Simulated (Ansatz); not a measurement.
Ansatz (an electronic-structure program) input (RI-MP2/cc-pV(Q+d)Z):
A basis named .json is the Basis Set Exchange file of that set.

Ansatz 0.2 input:
```yaml
crystal:
  periodic: [false, false, false]
  atoms:
    - {symbol: C, position_ang: [-3.67279632, -0.44753120, -0.22472465]}
    - {symbol: C, position_ang: [-2.36613876, -0.84334667, 0.45638705]}
    - {symbol: C, position_ang: [-1.13389001, -0.29300734, -0.25733472]}
    - {symbol: C, position_ang: [0.17131245, -0.68832842, 0.42369164]}
    - {symbol: C, position_ang: [1.43255253, -0.20026022, -0.26919111]}
    - {symbol: C, position_ang: [2.70657353, -0.73083982, 0.35765880]}
    - {symbol: Cl, position_ang: [1.48862657, 1.62970740, -0.25028828]}
    - {symbol: H, position_ang: [-3.70868128, -0.81897939, -1.25173851]}
    - {symbol: H, position_ang: [-3.78084869, 0.63890206, -0.26351399]}
    - {symbol: H, position_ang: [-4.53785783, -0.85006844, 0.30523518]}
    - {symbol: H, position_ang: [-2.29760709, -1.93493304, 0.51191569]}
    - {symbol: H, position_ang: [-2.36994001, -0.48597446, 1.49125536]}
    - {symbol: H, position_ang: [-1.19907876, 0.79631159, -0.30989176]}
    - {symbol: H, position_ang: [-1.12427509, -0.65129596, -1.29301619]}
    - {symbol: H, position_ang: [0.23845696, -1.78187802, 0.46783564]}
    - {symbol: H, position_ang: [0.17892278, -0.33461530, 1.45890862]}
    - {symbol: H, position_ang: [1.39781652, -0.44734165, -1.33000185]}
    - {symbol: H, position_ang: [3.58772860, -0.34791648, -0.15517688]}
    - {symbol: H, position_ang: [2.76711298, -0.44529122, 1.40861892]}
    - {symbol: H, position_ang: [2.71591856, -1.82206323, 0.29554859]}
basis:
  gaussian:
    orbitals: cc-pV_Q+d_Z.json
    fitting: {mean_field: def2-universal-jkfit, correlation: cc-pVQZ-RIFIT.json}
magnetization: {spin_polarized: false}
correlation: {method: mp2, electrons: outside_noble_gas}
```

End of the output:

```
integrals: 2.55 GiB planned
812 factors; integrals over basis functions are off by at most 3.9e0 eV
2.44 GiB of device memory are held for the factors and their scratch space
mean field: 5.37 GiB planned
mean field evaluation 1: about -18890.5637 eV, gradient 4.3e1 eV
mean field evaluation 2: about -18895.1547 eV, gradient 1.6e1 eV
mean field evaluation 4: about -18895.8874 eV, gradient 7.6e-1 eV
mean field -18895.89005181 eV, -694.4111513098 hartree, gradient 2.9e-6 eV, S^2 0.000000; 0 other end points of the search recorded, 0 dependent functions left out
11 core orbitals not correlated
1665 factors; their error is unknown
reference -18895.89005181 eV, -694.4111513098 hartree; 22, 22 occupied and 751, 751 virtual orbitals, 1665 factors
second order -36.23968319 eV of doubles, -0.00000000 eV of singles
Total energy: -18932.12973500 eV, -695.7429351029 hartree
```
